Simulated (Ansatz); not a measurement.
Relaxation of F3HOZr (6 atoms, charge 0, multiplicity 1), to a largest force component of 0.02 eV/Å in at most 40 steps.

The calculation used Ansatz 0.2.0, RKS PBE0-D4/def2-SVP.

```xyz
6
Properties=species:S:1:pos:R:3
Zr 0.000 0.000 0.000
O 0.000 0.000 2.070
H -0.909 -0.281 2.407
F 1.867 0.000 -0.659
F -0.933 1.616 -0.659
F -0.933 -1.616 -0.659
```

Where does it end, and by what steps?

It converged. After 7 steps the energy has fallen by 0.717 eV; H3 moved furthest, 0.57 Å.

```csv
step,energy less start (eV),largest force component (eV/Å),accepted
0,0.0000,2.338,yes
1,-0.5079,1.390,yes
2,-0.5877,0.445,yes
3,-0.6205,0.362,yes
4,-0.6453,1.389,yes
5,-0.6691,0.381,yes
6,-0.7149,0.246,yes
7,-0.7166,0.015,yes
```

```xyz
6
Properties=species:S:1:pos:R:3
Zr -0.085 -0.025 -0.049
O -0.349 -0.106 1.829
H -0.486 -0.154 2.774
F 1.781 -0.002 -0.435
F -0.891 1.555 -0.745
F -0.877 -1.549 -0.875
```

Whether the end is a true minimum wasn't checked by a vibrational analysis.

Run time: 21 s on 2 threads of Intel(R) Xeon(R) Platinum 8488C (Sapphire Rapids), on a shared host, peak memory 0.21 GiB.
